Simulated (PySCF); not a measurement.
H4O, SMILES [OH4+2], charge +2.

Coordinates come from a r2SCAN-D4/def2-TZVPD optimisation.

Calculation: PySCF 2.14.0 with TDDFT-LC-ωPBE/def2-TZVPD.

Vertical excitations; the highest root listed may be one member of a degenerate set. Gas-phase values at a fixed geometry. State labels are in the subgroup D2.

**Question.** List the lowest excited states. (An estimate is asked for; the answer gives what the named calculation found.)

**Answer.** 
| state | symmetry | energy (eV) | λ (nm) | f | main pairs |
|---|---|---|---|---|---|
| S1 | B2 | 18.17 | 68 | 0.143 | HOMO→LUMO (degenerate set) |
| S2 | B1 | 18.17 | 68 | 0.143 | HOMO−2→LUMO (degenerate set) |
| S3 | B3 | 18.17 | 68 | 0.143 | HOMO−1→LUMO (degenerate set) |
| S4 | B3 | 19.86 | 62 | 0.000 | HOMO→LUMO+2, HOMO−2→LUMO+1 (degenerate set) |
| S5 | B1 | 19.86 | 62 | 0.000 | HOMO→LUMO+3, HOMO−1→LUMO+1 (degenerate set) |
| S6 | B2 | 19.86 | 62 | 0.000 | HOMO−2→LUMO+3, HOMO−1→LUMO+2 (degenerate set) |
| S7 | A | 20.16 | 62 | 0.000 | HOMO→LUMO+1, HOMO−2→LUMO+2, HOMO−1→LUMO+3 (degenerate set) |
| S8 | A | 20.16 | 62 | 0.000 | HOMO−1→LUMO+3, HOMO−2→LUMO+2 (degenerate set) |
| S9 | B3 | 20.97 | 59 | 0.335 | HOMO−2→LUMO+1, HOMO→LUMO+2 (degenerate set) |
| S10 | B1 | 20.97 | 59 | 0.335 | HOMO−1→LUMO+1, HOMO→LUMO+3 (degenerate set) |
| T1 | B2 | 16.57 | 75 | 0 | HOMO→LUMO (degenerate set) |
| T2 | B1 | 16.57 | 75 | 0 | HOMO−2→LUMO (degenerate set) |
| T3 | B3 | 16.57 | 75 | 0 | HOMO−1→LUMO (degenerate set) |
| T4 | A | 17.24 | 72 | 0 | HOMO→LUMO+1 31 %, HOMO−2→LUMO+2 31 %, HOMO−1→LUMO+3 31 % |
Triplets are in the Tamm–Dancoff approximation, which puts them higher than full response would, so one can lie above its singlet here.
